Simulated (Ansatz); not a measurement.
Consider the ligand exchange at the Si–O bond: `O[SiH](O)O[SiH2]F` + `O[SiH2]S` → `O[SiH2]S[SiH2]F` + `O[SiH](O)O`.

Gas-phase electronic energies from Ansatz, PBE0-D4/def2-TZVP geometries. CCSD(T)/CBS adds triple-zeta CCSD(T) − MP2 to the extrapolated MP2 energy (def2 sets, frozen cores). DFT in def2-TZVPP. One conformer a species, not always the lowest.

`O[SiH](O)O[SiH2]F`:

```xyz
11

O    -2.091    0.981   -0.770
Si   -0.871    0.726    0.278
O     0.319    1.847    0.173
O    -0.124   -0.682   -0.036
Si    1.240   -1.556    0.018
F     0.831   -3.080    0.224
H    -1.915    0.910   -1.709
H    -1.504    0.711    1.607
H     0.085    2.764    0.317
H     1.953   -1.462   -1.272
H     2.077   -1.159    1.170
```

`O[SiH2]S`:

Z-matrix (Å, degrees):
```
Si
S 1 2.133
O 1 1.642 2 113.5
H 1 1.478 2 111.7 3 117.8
H 1 1.484 2 102.9 3 -122.0
H 2 1.344 1 94.6 3 -65.2
H 3 0.959 1 117.2 2 -51.2
```

`O[SiH2]S[SiH2]F`:

```xyz
10

O     0.818   -1.782    0.940
Si    0.221   -0.344    1.438
S    -1.569    0.213    0.383
Si   -0.589    0.826   -1.383
F     0.395   -0.350   -1.874
H     1.008   -1.871    0.002
H    -0.153   -0.502    2.857
H     1.203    0.752    1.235
H     0.275    2.007   -1.169
H    -1.609    1.053   -2.429
```

`O[SiH](O)O`:

Cartesian coordinates in Å:
```
O 0.479 1.566 -0.103
Si 0.041 0.014 -0.341
O -1.283 -0.454 0.509
O 1.243 -0.963 0.177
H 0.876 1.791 0.740
H -0.212 -0.080 -1.791
H -2.125 -0.058 0.281
H 0.980 -1.815 0.529
```

```tsv
level	ΔE (kJ/mol)
PBE0-D4	44.2
CCSD/CBS(def2)	60.7
```

Problem. What does CCSD(T)/CBS give? (Estimate.)

Solution. The calculation gave: +56.0 kJ/mol. The listed levels differ from it by -11.8, 4.7 kJ/mol.

Largest T1 diagnostic among the species: 0.012.

From PBE to PBE0 (25 % exact exchange), in def2-TZVPP and without D4, ΔE moves by +5.4 kJ/mol. The D4 term adds −5.4 kJ/mol with B3LYP and −2.6 kJ/mol with PBE0; it sums over pairs of atoms, weighted by their polarisabilities, and B3LYP, whose exchange is more repulsive, gets the larger term. In def2-TZVPP, CCSD(T) changes the Hartree–Fock value by −23.6 kJ/mol (the triples alone add −4.8 kJ/mol) and MP2 by −27.8 kJ/mol.

CCSD(T)/CBS has its own doubt, a few kJ/mol and more with outer-core shells, so smaller differences from it don't rank the levels.

B3LYP here is the variant with VWN-RPA as its local correlation; programs differ in this.
